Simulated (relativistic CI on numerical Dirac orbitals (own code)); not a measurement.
# Hyperfine structure of Nd²⁷⁺, mass number 143

Computed by Dirac-Coulomb-Breit CI, separate exchange-only KLI orbitals for each configuration, a model potential for QED, unscaled Slater integrals (own radial code, finite nucleus).

CI space (outside the closed core [Ar] 3d10): 4s2.4p3, 4s.4p4, 4s2.4p2.4d, 4p5, 4s.4p3.4d, 4s2.4p2.4f, 4s.4p3.4f, 4p4.4d, 4s.4p2.4d2, 4s2.4p.4d.4f, 4p4.4f, 4s2.4p.4d2, 4s2.4d3, 4s.4p.4d3, 4s2.4d2.4f, 4s.4p.4d2.4f, 4p3.4d2, 4p2.4d3, 4p2.4d2.4f. Double excitations out of closed p, d and f shells are left out; levels of such configurations are missing from the list, as are those of other unlisted configurations, and high levels can miss mixing partners.

Nuclear spin I = 7/2, μ = -1.065 μN, Q = -0.61 b (tables of Stone and Pyykkö). The electronic factors are computed for point nuclear moments, without core polarisation or the Bohr-Weisskopf and QED corrections.

```json
{"Level": "4s2.4p3 2D°_5/2", "E (cm⁻¹)": "239638", "A (MHz)": "-16010", "B (MHz)": "37.5"}
{"Level": "4s2.4p3 2P°_1/2", "E (cm⁻¹)": "281981", "A (MHz)": "-50700", "B (MHz)": ""}
{"Level": "4s2.4p3 2P°_3/2", "E (cm⁻¹)": "493436", "A (MHz)": "-7655", "B (MHz)": "30700"}
{"Level": "4s.4p4 4P_5/2", "E (cm⁻¹)": "712404", "A (MHz)": "-36360", "B (MHz)": "-11300"}
{"Level": "4s.4p4 2D_5/2", "E (cm⁻¹)": "988813", "A (MHz)": "-40500", "B (MHz)": "35300"}
```

Levels with J = 0, under 50 % of one LS term, or S terms without an open s electron are left out. Small factors come from cancelling terms and can be off by tens of per cent or more.

At this charge energies of transitions that change n are usually good to better than 1 %, and those within a shell (Δn = 0) to a few per cent.

(1) Give the hyperfine levels of 4s2.4p3 2P°_1/2 relative to its centre of gravity.

Results:

(1) With K = F(F + 1) − I(I + 1) − J(J + 1), E = AK/2: F = 3: 114100, F = 4: -88720 MHz.

LS names give the leading component of a level, which can be under half, so a name can repeat, a term be missing and a line seem to break the LS rules.
